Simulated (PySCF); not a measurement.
# Mg(8+) (magnesium, charge +8): UHF calculation

Configuration: [He] 2s2, closed-shell 1S. Calculation: PySCF 2.14, in an even-tempered Gaussian basis (19 s from 0.9 bohr⁻², ratio 2.2; 9 p from 1.5 bohr⁻², ratio 2.4; 6 d from 4.5 bohr⁻², ratio 2.4; 5 f from 6.7 bohr⁻², ratio 2.4; 5 g from 10 bohr⁻², ratio 2.4); scalar relativity by spin-free X2C-1e.

```
Total energy             : -162.264063 hartree
One-electron energy      : -179.5243 hartree
Hartree (Coulomb) energy : 26.5326 hartree
Exchange energy          : -9.2724 hartree
⟨S²⟩                     : 0.0000
⟨L²⟩                     : 0.000
Sum of ⟨r⟩               : 1.404 bohr
Sum of ⟨r²⟩              : 0.8130 bohr²
```

```csv
shell,electrons,mean orbital energy (eV),"rms radius, mean of both spins (bohr)"
1s,2,-1648.6,0.149
2s,2,-324.26,0.620
```
